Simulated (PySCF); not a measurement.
## Effect of structural changes

Method: TDA CAM-B3LYP/def2-SVP excited states, vertical, gas phase (PySCF). Geometry: GFN2-xTB.

Each molecule in one low-energy conformer.

(1) How does the vertical S1–T1 gap change along this series?
- C#CC1=CC=C(C=O)[SiH2]1 (H replaced by ethynyl)
- O=CC1=CC=C([SiH3])[SiH2]1 (H replaced by SiH3)
- O=CC1=CC=C(F)[SiH2]1 (H replaced by F)

## Answers

(1) 
```
                 molecule  S1 (eV)      S1 from  f(S1)  T1 (eV)    T1 from  S1 − T1 (eV)  S0–T1 spin-orbit coupling (cm⁻¹)  S1–T1 spin-orbit coupling (cm⁻¹)
   C#CC1=CC=C(C=O)[SiH2]1     3.48  HOMO−1→LUMO  0.000     1.91  HOMO→LUMO          1.57                              0.12                             13.03
O=CC1=CC=C([SiH3])[SiH2]1     3.52  HOMO−1→LUMO  0.000     2.28  HOMO→LUMO          1.23                              0.14                             14.76
     O=CC1=CC=C(F)[SiH2]1     3.68  HOMO−1→LUMO  0.000     2.25  HOMO→LUMO          1.43                              0.08                             14.78
```
The vertical S1–T1 gap is lowest for O=CC1=CC=C([SiH3])[SiH2]1 and highest for C#CC1=CC=C(C=O)[SiH2]1.
